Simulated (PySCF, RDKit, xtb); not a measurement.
Dimer: N2 (SMILES N#N) (first 2 atoms) with CH3Cl (SMILES CCl); geometry from B3LYP-D3(BJ)/def2-TZVP, rigid monomers moved along the line of their centres of mass till N1···C3 is 3.12 Å.
(charge 0, multiplicity 1):
```xyz
7

N      0.2185    -0.3765    -0.1640
N      1.1023     0.0834    -0.6076
C     -0.8906    -0.6882     2.7324
Cl     0.4951     0.4335     2.9413
H     -0.5035    -1.6550     2.4261
H     -1.4104    -0.7664     3.6824
H     -1.5453    -0.2829     1.9675
```

Counterpoise-corrected where a basis set is named; no monomer relaxation. Rows marked so take none. RDKit's UFF carries no charges.

Rows in 3-21G, 6-31G* carry no dispersion term and start afresh at each structure (6-31G* with six Cartesian d functions).

Codes used: PySCF for 3-21G rows, 6-31G* rows; RDKit for the force fields; xtb for the GFN methods. Values without a source in brackets are computed.

Problem. One of these levels gives -0.93 kcal/mol for the interaction energy. Which one is it?
(A) UFF
(B) B3LYP/3-21G (no counterpoise)
(C) GFN-FF
(D) BP86/6-31G* (no counterpoise)

Solution. B, B3LYP/3-21G (no counterpoise). The others give 0.28 (UFF), -0.46 (GFN-FF), 1.14 (BP86/6-31G* (no counterpoise))
